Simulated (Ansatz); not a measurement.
Reaction (redistribution): `N[Si@H](Cl)[Si@@H](N)F` + `COBCl` → `N[SiH](F)BCl` + `CO[SiH](N)Cl`

Calculated with Ansatz (gas phase, PBE0-D4/def2-TZVP geometries, no zero-point term in ΔE). CCSD(T)/CBS is the MP2 limit (def2-TZVPP, def2-QZVPP) plus CCSD(T) − MP2 in def2-TZVPP, frozen cores. DFT in def2-TZVPP. B3LYP here is the variant with VWN-RPA as its local correlation; programs differ in this. Each species was taken in one conformer, which may not be the lowest.

`N[Si@H](Cl)[Si@@H](N)F`:

```xyz
12

N     0.493    1.937   -0.115
Si    1.130    0.500    0.530
F     1.591    0.591    2.068
Si   -0.608   -1.057    0.381
N    -0.761   -1.565   -1.239
Cl   -2.268   -0.019    1.122
H    -0.434    2.241    0.139
H     1.076    2.705   -0.404
H     2.358    0.174   -0.236
H    -0.511   -2.272    1.223
H    -0.717   -0.890   -1.986
H    -1.349   -2.346   -1.483
```

`COBCl`:

```xyz
8

C    -0.529   -0.570    0.816
O    -0.160   -0.398   -0.540
B     0.591    0.629   -0.938
Cl    0.994    0.754   -2.642
H    -0.151   -1.534    1.161
H    -0.125    0.227    1.444
H    -1.618   -0.572    0.884
H     0.998    1.463   -0.184
```

`N[SiH](F)BCl`:

```xyz
9

N    -1.158    0.896   -0.281
Si   -0.392   -0.608   -0.104
F    -0.166   -1.414   -1.482
B     1.457   -0.278    0.638
Cl    2.317    1.144    0.107
H    -2.153    0.993   -0.397
H    -0.656    1.707   -0.603
H    -1.287   -1.469    0.707
H     2.040   -0.972    1.415
```

`CO[SiH](N)Cl`:

Cartesian coordinates in Å:
```
C -1.659 -0.557 0.779
O -0.333 -0.698 0.319
Si 0.577 0.533 -0.245
N 2.102 0.033 -0.773
Cl -0.411 1.360 -1.852
H -2.331 -0.279 -0.039
H -1.733 0.202 1.566
H -1.979 -1.515 1.189
H 0.718 1.568 0.802
H 2.833 -0.172 -0.112
H 2.216 -0.475 -1.635
```

```json
{"level": "PBE-D4", "ΔE (kcal/mol)": "16.1", "difference from CCSD(T)/CBS": "4.4"}
{"level": "r2SCAN-D4", "ΔE (kcal/mol)": "13.5", "difference from CCSD(T)/CBS": "1.8"}
{"level": "PBE0-D4", "ΔE (kcal/mol)": "14.7", "difference from CCSD(T)/CBS": "3.0"}
{"level": "B3LYP-D4", "ΔE (kcal/mol)": "13.6", "difference from CCSD(T)/CBS": "1.9"}
{"level": "ωB97M-V", "ΔE (kcal/mol)": "12.3", "difference from CCSD(T)/CBS": "0.6"}
{"level": "B2PLYP", "ΔE (kcal/mol)": "12.6", "difference from CCSD(T)/CBS": "0.9"}
{"level": "PBE", "ΔE (kcal/mol)": "16.0", "difference from CCSD(T)/CBS": "4.3"}
{"level": "r2SCAN", "ΔE (kcal/mol)": "13.4", "difference from CCSD(T)/CBS": "1.7"}
{"level": "B3LYP", "ΔE (kcal/mol)": "13.5", "difference from CCSD(T)/CBS": "1.8"}
{"level": "HF/def2-TZVPP", "ΔE (kcal/mol)": "9.6", "difference from CCSD(T)/CBS": "-2.1"}
{"level": "MP2/def2-TZVPP", "ΔE (kcal/mol)": "11.7", "difference from CCSD(T)/CBS": "0.0"}
{"level": "SCS-MP2/def2-TZVPP", "ΔE (kcal/mol)": "11.2", "difference from CCSD(T)/CBS": "-0.5"}
{"level": "CCSD/def2-TZVPP", "ΔE (kcal/mol)": "11.3", "difference from CCSD(T)/CBS": "-0.4"}
{"level": "MP2/def2-QZVPP", "ΔE (kcal/mol)": "11.5", "difference from CCSD(T)/CBS": "-0.2"}
{"level": "SCS-MP2/def2-QZVPP", "ΔE (kcal/mol)": "11.1", "difference from CCSD(T)/CBS": "-0.6"}
{"level": "HF/CBS(def2)", "ΔE (kcal/mol)": "9.4", "difference from CCSD(T)/CBS": "-2.3"}
{"level": "CCSD(T)/CBS", "ΔE (kcal/mol)": "11.7", "difference from CCSD(T)/CBS": "0"}
```

Largest T1 diagnostic among the species: 0.013.

In def2-TZVPP, CCSD(T) changes the Hartree–Fock value by +2.3 kcal/mol (the triples alone add +0.6 kcal/mol) and MP2 by +2.1 kcal/mol. From PBE to PBE0 (25 % exact exchange), in def2-TZVPP and without D4, ΔE moves by −1.4 kcal/mol.
